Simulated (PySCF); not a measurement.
CH4O2Si, neutral, multiplicity 1.

```xyz
8

Si     0.6455    -0.6147     0.0000
O     -0.4685    -1.8527     0.0000
H     -1.3976    -1.5720     0.0000
O     -0.4310     0.6796     0.0000
C     -0.0779     2.0468     0.0000
H     -0.4971     2.5402    -0.8924
H     -0.4971     2.5402     0.8924
H      1.0176     2.2008     0.0000
```

Coordinates come from a r2SCAN-D4/def2-SVP optimisation. One conformer was computed; it need not be the lowest.

These are PBE0/pcSseg-1 in PySCF values and carry that method's errors. Non-relativistic, no solvent.

Computed absolute GIAO shielding of each atom: isotropic value and principal components (ppm):
| atom | σ(iso) | σ11 | σ22 | σ33 | span |
|---|---|---|---|---|---|
| Si1 | 258.0 | 36.7 | 302.1 | 435.3 | 398.6 |
| O2 | 155.7 | -38.4 | 215.5 | 290.0 | 328.5 |
| H3 | 26.1 | 21.0 | 21.8 | 35.6 | 14.6 |
| O4 | 139.2 | -169.4 | 282.0 | 305.1 | 474.5 |
| C5 | 133.1 | 101.5 | 118.0 | 179.7 | 78.2 |
| H6 | 27.6 | 23.4 | 25.7 | 33.6 | 10.2 |
| H7 | 27.6 | 23.4 | 25.7 | 33.6 | 10.2 |
| H8 | 27.1 | 24.1 | 25.8 | 31.5 | 7.4 |
